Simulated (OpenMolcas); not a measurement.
## How methods differ on C2H2Cl2Si (SMILES C#C[SiH](Cl)Cl)

The species is C2H2Cl2Si (7 atoms), meant as a singlet with charge 0. SMILES: `C#C[SiH](Cl)Cl`. The coordinates come from a PBE0-D4/def2-TZVP relaxation.

```xyz
7

C     0.2221   -0.6693    1.8816
C     0.1277   -0.2852    0.7432
Si    0.0127    0.2827   -0.9689
Cl   -1.5106   -0.6984   -1.8992
Cl   -0.3537    2.2862   -0.9869
H     0.3025   -1.0082    2.8895
H     1.2607    0.0240   -1.7051
```

Each level gives the dipole moment (D). The values are calculated.

```tsv
level	kind	program	value (D)	CPU time
SVWN5/def2-SVP	LDA	OpenMolcas	1.69	17 s
BLYP/def2-SVP	GGA	OpenMolcas	1.62	25 s
PBE/def2-SVP	GGA	OpenMolcas	1.71	24 s
revPBE/def2-SVP	GGA	OpenMolcas	1.73	27 s
r2SCAN/def2-SVP	meta-GGA	OpenMolcas	1.90	27 s
B3LYP/def2-SVP	global hybrid	OpenMolcas	1.78	22 s
BHLYP/def2-SVP	global hybrid	OpenMolcas	1.95	21 s
PBE0/def2-SVP	global hybrid	OpenMolcas	1.89	24 s
```

The values span 1.62 to 1.95 D. Magnitudes only. Times are those of the runs behind each value, whatever else they computed, on shared processors of several kinds: orders of magnitude only.
